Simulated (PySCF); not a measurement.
# Dipole response of Xe³⁺ (xenon, charge +3)

[Kr] 4d10 5s2 5p3, high-spin 4S determinant. Computed with PySCF 2.14 in aug-cc-pVQZ-PP with one added diffuse shell each of s, p, d, f, g type with ECP28MDF (8s8p6d4f3g, 117 functions), with scalar relativity through the core potential. Coupled (time-dependent) response in atomic units; α is the mean over directions.

```csv
method,mean α (bohr³),C₆ (like pair),S(−4)
UHF,9.729,56.11,18.99
PBE,9.432,54.26,16.75
PBE0,9.456,54.38,16.95
TPSSh,9.496,54.97,17.01
```

S(−4) is the Cauchy moment in α(ω) = α(0) + S(−4) ω² + …

α(iu) at UHF:

```
u (hartree)  α(iu) (bohr³)
          0          9.729
     0.0500          9.682
      0.100          9.544
      0.200          9.038
      0.300          8.324
      0.500          6.711
      0.750          4.961
       1.00          3.712
       1.50          2.276
       2.00          1.559
       3.00         0.8979
       5.00         0.4292
```

For an ion, C₆ is the dispersion term alone; charge-induced terms of lower order in 1/R come first.

Energies and moments cover only the electrons outside the core potential.
